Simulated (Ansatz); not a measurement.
Cl2H5NSi2 (`N[Si]([SiH3])(Cl)Cl`). The species carries charge 0 and has multiplicity 1.

```json
{"atom": "N1", "x (Å)": "-0.7572", "y (Å)": "-0.8444", "z (Å)": "1.4024"}
{"atom": "Si2", "x (Å)": "-0.5115", "y (Å)": "0.4622", "z (Å)": "0.3458"}
{"atom": "Si3", "x (Å)": "1.0076", "y (Å)": "-0.0548", "z (Å)": "-1.3456"}
{"atom": "Cl4", "x (Å)": "-2.3593", "y (Å)": "0.9201", "z (Å)": "-0.4215"}
{"atom": "Cl5", "x (Å)": "0.1790", "y (Å)": "2.1761", "z (Å)": "1.2771"}
{"atom": "H6", "x (Å)": "0.0275", "y (Å)": "-1.2738", "z (Å)": "1.8670"}
{"atom": "H7", "x (Å)": "-1.5947", "y (Å)": "-0.8916", "z (Å)": "1.9619"}
{"atom": "H8", "x (Å)": "0.4656", "y (Å)": "-1.1430", "z (Å)": "-2.1992"}
{"atom": "H9", "x (Å)": "2.2812", "y (Å)": "-0.5068", "z (Å)": "-0.7225"}
{"atom": "H10", "x (Å)": "1.2617", "y (Å)": "1.1562", "z (Å)": "-2.1655"}
```

(1) What are the harmonic wavenumbers in cm⁻¹ at PBE0-D4/def2-TZVP (Ansatz, finite differences of forces, unscaled)? (Estimate.)

(2) Is this a minimum?

(3) Give the ideal-gas thermochemistry at 298.15 K and 1 bar (rigid rotor, harmonic oscillator; point group C1, symmetry number 1).

## Answers

(1) Computed: 91, 101, 116, 164, 206, 231, 262, 397, 402, 498, 517, 550, 574, 832, 867, 904, 932, 936, 1572, 2218, 2236, 2246, 3592, 3690.

(2) Yes, all 24 modes are real.

(3) Zero-point energy 144.4 kJ/mol; H(298) − E = 170.2 kJ/mol; entropy 389.9 J/(mol·K), of which translation 171.0, rotation 121.3, vibration 97.6; G(298) − E = 53.9 kJ/mol. Modes under 100 cm⁻¹ are hindered rotations or soft bends, so the harmonic entropy is rough.
